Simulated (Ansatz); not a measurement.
`[SiH3]NC[SiH2]Cl` → `CN[SiH3]` + `[SiH]Cl` at 600 K and 1 bar (silylene formation by 1,1-elimination).

Calculated with Ansatz (gas phase, PBE0-D4/def2-TZVP geometries, no zero-point term in ΔE). CCSD(T)/CBS is the MP2 limit (def2-TZVPP, def2-QZVPP) plus CCSD(T) − MP2 in def2-TZVPP, frozen cores. This one scheme is used for every species. Each species was taken in one conformer, which may not be the lowest.

```json
{"species": "`[SiH3]NC[SiH2]Cl`", "CCSD(T)/CBS energy (Eh)": "-1135.56168", "H − E (kJ/mol)": "306.7", "S (J/(mol·K))": "505.0"}
{"species": "`CN[SiH3]`", "CCSD(T)/CBS energy (Eh)": "-386.04948", "H − E (kJ/mol)": "257.3", "S (J/(mol·K))": "374.7"}
{"species": "`[SiH]Cl`", "CCSD(T)/CBS energy (Eh)": "-749.43948", "H − E (kJ/mol)": "44.3", "S (J/(mol·K))": "282.6"}
```

H − E and S are ideal-gas, rigid-rotor, harmonic terms from PBE0-D4/def2-TZVP, for one conformer and one mirror image of each species. 1 Eh = 2625.50 kJ/mol, R = 8.31446 J/(mol·K).

By hand: ΔE, ΔH, ΔS and ΔG.

ΔE = (-386.04948) + (-749.43948) − (-1135.56168) = 0.07272 Eh = 190.9 kJ/mol. Δ(H − E) = 257.3 + 44.3 − 306.7 = -5.1, so ΔH = 185.8 kJ/mol. ΔS = 374.7 + 282.6 − 505.0 = 152.3 J/(mol·K). ΔG = 185.8 − 600 × (152.3)/1000 = 94.4 kJ/mol.

By hand: the equilibrium constant, and the temperature at which ΔG would vanish if ΔH and ΔS stayed fixed.

log₁₀ K = −ΔG/(RT ln 10) = -8.2. ΔG = 0 at ΔH/ΔS = 1220 K.

The number of gas molecules changes by +1, which sets the sign of ΔS. A doubt of 5 kJ/mol in ΔE shifts log₁₀ K by 0.4 here. Other conformers and mirror images would add mixing entropy, several J/(mol·K) or more a flexible species. Modes under 60 cm⁻¹, often nearly free rotors, make the harmonic entropy too high. These are equilibria of isolated gas molecules and say nothing of rates. Largest T1 diagnostic: 0.013 (customary marks: 0.02 for closed shells, 0.045 for open ones).
